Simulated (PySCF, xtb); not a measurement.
C2H4ClNOSi, SMILES C[Si@@H](Cl)OC#N.

GFN2-xTB in xtb 6.7.1 at its own geometry gives an orbital gap of 6.11 eV and a dipole moment of 3.95 D.

Geometry: PBE0-D3(BJ)/def2-SVP. The structure was generated by enumeration; whether it is a known compound was not checked. One conformer was computed; it need not be the lowest.

Question: What does PBE/def2-TZVP (PySCF) give? (The exact figures need the calculation; the answer reports its results.)

Answer: gap 6.22 eV (levels -7.32 and -1.10 eV), dipole 4.75 D.
